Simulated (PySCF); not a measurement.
# Converging GeC in the basis (PBE0)

PySCF, UKS reference; triplet, unpaired electrons σ ↑, π ↑; De to Ge + C without counterpoise correction.

| basis | relativity | functions | Re (Å) | ωe (cm⁻¹) | De (eV) | μ (D) |
| --- | --- | --- | --- | --- | --- | --- |
| aug-cc-pVDZ-PP/aug-cc-pVDZ | scalar-relativistic core potentials | 55 | 1.804 | 805 | 3.73 | -2.03 |
| cc-pVTZ-PP/cc-pVTZ | scalar-relativistic core potentials | 69 | 1.794 | 822 | 3.83 | -1.94 |
| def2-TZVPP | no relativity | 79 | 1.795 | 827 | 3.88 | -1.89 |

**Question.** How does each smaller set differ from the one with most functions, def2-TZVPP?

**Answer.** aug-cc-pVDZ-PP/aug-cc-pVDZ: +0.9 pm, -2.7 % in ωe, -0.15 eV in De; cc-pVTZ-PP/cc-pVTZ: -0.1 pm, -0.6 % in ωe, -0.05 eV in De. All at PBE0; the set with most functions is neither the basis-set limit nor always the best. The rows treat relativity differently, so the differences are not basis effects alone.

A positive dipole means Ge(−)C(+). Spin–orbit coupling is left out. The state was picked by a PBE0 search and need not be the measured ground state.
